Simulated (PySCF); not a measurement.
**Electronic structure of Co (cobalt, neutral) at the UHF level**

Configuration: [Ar] 3d7 4s2, high-spin 4F determinant. Computed with PySCF 2.14 in x2c-TZVPall (6s5p4d1f, 48 functions), with scalar relativity by spin-free X2C-1e.

```
Total energy                        : -1391.869467 hartree
One-electron energy                 : -1927.2353 hartree
Hartree (Coulomb) energy            : 593.9982 hartree
Exchange energy                     : -58.6324 hartree
⟨S²⟩                                : 3.7598
⟨L²⟩                                : 12.021
Sum of ⟨r⟩                          : 21.82 bohr
Sum of ⟨r²⟩                         : 38.84 bohr²
Langevin diamagnetic susceptibility : -30.8 ×10⁻⁶ cm³/mol
Time after the integrals            : 0.42 s of wall time on 1 thread of Neoverse-V1 (shared host)
```

```tsv
shell	electrons	mean orbital energy (hartree)	spread (hartree)	rms radius, mean of both spins (bohr)
1s α	1	-285.78459	0	0.0649
1s β	1	-285.78211	0	0.0649
2s α	1	-35.51723	0	0.276
2s β	1	-35.41699	0	0.276
2p α	3	-30.28484	0	0.249
2p β	3	-30.18549	0	0.249
3s α	1	-4.76175	0	0.831
3s β	1	-4.48032	0	0.831
3p α	3	-3.19604	0	0.890
3p β	3	-2.85780	0	0.890
3d α	5	-0.70298	0.05042	1.17
3d β	2	-0.56436	0	1.17
4s α	1	-0.28567	0	3.36
4s β	1	-0.25887	0	3.36
```

Densities and radii are taken from the X2C orbitals without a picture-change correction, which distorts them close to the nucleus.
